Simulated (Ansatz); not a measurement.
Wavefunction ladder for CH5BClNO (`NB(Cl)CO`)

Z-matrix (Å, degrees):
```
C
O 1 1.427
B 1 1.576 2 113.4
H 1 1.098 2 111.5 3 126.5
H 1 1.096 2 106.5 3 -119.6
H 2 0.959 1 108.0 3 -81.2
Cl 3 1.777 1 119.1 2 174.2
N 3 1.383 1 120.8 2 -6.4
H 8 1.005 3 124.3 1 -178.2
H 8 1.007 3 119.7 1 -3.2
```

Total charge 0; spin multiplicity 1. All single points use the PBE0-D4/def2-TZVP geometry. It is one conformer, not always the lowest. Frozen core, restricted reference, the Gaussian-basis code of Ansatz. CBS rows extrapolate triple and quadruple zeta.

| basis | HF (Eh) | MP2 corr. |
| --- | --- | --- |
| def2-TZVPP | -654.46257 | -0.91203 |
| def2-QZVPP | -654.48432 | -0.98421 |

(1) Estimate the CCSD correlation energy and the (T) correction in each basis where they were run (hartree).

## Answers

(1) 
```tsv
basis	CCSD corr.	(T)
def2-TZVPP	-0.95142	-0.03786
def2-QZVPP	-1.01411	-0.04317
CBS(def2)	-1.06054	-0.04711
```
